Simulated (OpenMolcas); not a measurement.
Au3+ (d8) among equal point charges was computed by CASSCF with the d shell active (OpenMolcas, ANO-RCC-VTZP on the metal). Its lowest spin-free states, and all those of the highest spin:

| 2S+1 | Degeneracy | E (cm-1) |
| --- | --- | --- |
| 3 | 1 | 0.0 |
| 3 | 3 | 5234 |
| 3 | 3 | 9060 |
| 1 | 2 | 14330 |
| 1 | 3 | 19153 |
| 3 | 3 | 20734 |
| 1 | 1 | 22203 |
| 1 | 3 | 24073 |
| 1 | 2 | 27315 |
| 1 | 3 | 27988 |
| 1 | 1 | 54424 |

Problem. Is the site octahedral, tetrahedral or cube-like, axial, or of lower symmetry?

Solution. The states with 2S+1 = 3 have orbital degeneracies 1, 3, 3, 3. Threefold states need a cubic site. For d8 at this spin an octahedron puts the single A2 below the threefold T2 and a tetrahedron or cube puts the threefold T1 below the threefold T2, so the site is octahedral. The first gap at this spin, 5230 cm-1, is |10Dq| in ligand-field theory. The run had Au3+ among 6 point charges of -1 e arranged as an octahedron (Oh), 1.93 Å from the ion.

Spin-orbit coupling mixes the spin-free states strongly: the lowest level takes only 62 % from its leading state, 3A2. Without dynamic correlation the repulsion within the d shell is too large (B by tens of per cent), so at a given field states of lower spin stand too high. Real 4d8 and 5d8 ions are as a rule square planar and diamagnetic. This field is weak: 10Dq is about 5240 cm-1, while octahedral complexes of 5d ions of charge 3 and more, computed by the same method with explicit ligands, had a median near 35000 cm-1. Ground spin and moment need not be those of a real site. This is an electrostatic model: the charges have no orbitals. No measured value stands beside these numbers.
